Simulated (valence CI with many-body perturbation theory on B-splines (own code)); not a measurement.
The numbers below are computed, except where a source is named.
## Eu42+: what each term of the Hamiltonian does

Level of theory: valence CI with perturbative core correlation (CI+MBPT): three valence electrons over a frozen Dirac-Fock core [Ar], a basis of 9 s, 9 p, 10 d, 8 f, 5 g, 3 h, 1 i functions for each j, with the one-electron correlation potential Σ1 (screened to all orders), the two-electron term Σ2, the three-electron term Σ3, Breit, model QED; selected single and double excitations, second order for the rest (own B-spline code, finite nucleus).

No measured spectrum was set against this ion. As an estimate, large intervals hold to a few tenths of a per cent, small ones and those within an open d or f shell to about a per cent. Only levels of the ground parity were solved; by the run's estimate the other parity begins above the list, which can be wrong where configurations are misplaced.

Each rung adds one term. CI alone is the Dirac-Coulomb CI over the frozen core; QED comes last and gives the full result, which names the levels. Energies are above (3d3/2^3) J=3/2 on the same rung, in eV.

Levels are named by their leading jj configuration (3d3/2^4 stands for four electrons in 3d with j = 3/2), which in mixed levels can hold well under half, so a name can repeat and another be missing. Letters in brackets count levels of one name in rising energy.

| Level | CI alone | + Σ1 | + Σ2 | + Σ3 | + Breit | Full |
| --- | --- | --- | --- | --- | --- | --- |
| (3d3/2^2 3d5/2) J=5/2 [a] | 27.89 | 28.06 | 28.42 | 28.45 | 27.43 | 27.52 |
| (3d3/2^2 3d5/2) J=3/2 | 33.73 | 33.89 | 33.78 | 33.92 | 33.11 | 33.20 |
| (3d3/2^2 3d5/2) J=7/2 | 36.35 | 36.52 | 36.76 | 36.76 | 35.15 | 35.25 |
| (3d3/2^2 3d5/2) J=9/2 | 37.39 | 37.56 | 37.89 | 37.88 | 36.01 | 36.10 |
| (3d3/2^2 3d5/2) J=1/2 | 38.15 | 38.31 | 37.98 | 38.15 | 37.18 | 37.27 |
| (3d3/2^2 3d5/2) J=5/2 [b] | 55.13 | 55.34 | 54.87 | 54.92 | 53.81 | 53.92 |
| (3d3/2 3d5/2^2) J=7/2 [a] | 63.84 | 64.16 | 64.65 | 64.66 | 62.54 | 62.73 |
| (3d3/2 3d5/2^2) J=9/2 | 67.45 | 67.79 | 68.35 | 68.40 | 65.74 | 65.93 |
| (3d3/2 3d5/2^2) J=3/2 [a] | 71.37 | 71.71 | 71.68 | 71.65 | 69.95 | 70.14 |
| (3d3/2 3d5/2^2) J=1/2 | 73.76 | 74.10 | 73.87 | 74.09 | 72.23 | 72.41 |
| (3d3/2 3d5/2^2) J=11/2 | 76.05 | 76.40 | 76.92 | 76.96 | 73.86 | 74.05 |
| (3d3/2 3d5/2^2) J=5/2 [a] | 76.95 | 77.28 | 76.93 | 76.90 | 75.10 | 75.28 |
| (3d3/2 3d5/2^2) J=5/2 [b] | 81.97 | 82.33 | 82.05 | 82.02 | 79.95 | 80.14 |
| (3d3/2 3d5/2^2) J=7/2 [b] | 83.99 | 84.33 | 84.00 | 84.08 | 81.70 | 81.88 |
| (3d3/2 3d5/2^2) J=3/2 [b] | 96.94 | 97.32 | 96.82 | 96.93 | 95.13 | 95.34 |
| (3d5/2^3) J=9/2 | 102.56 | 103.06 | 103.69 | 103.66 | 100.31 | 100.60 |
| (3d5/2^3) J=3/2 | 115.64 | 116.12 | 115.61 | 115.67 | 113.12 | 113.39 |
| (3d5/2^3) J=5/2 | 123.13 | 123.63 | 123.27 | 123.29 | 120.72 | 120.99 |

Question: How does the ionisation energy move along the ladder, and which term matters most?

Answer: CI alone 3273.4, + Σ1 3276.1, + Σ2 3281.9, + Σ3 3281.9, + Breit 3279.4, + QED 3279.6 eV. The largest step is Σ2, 5.8 eV. NIST lists 3279 ± 4 eV (theoretical).
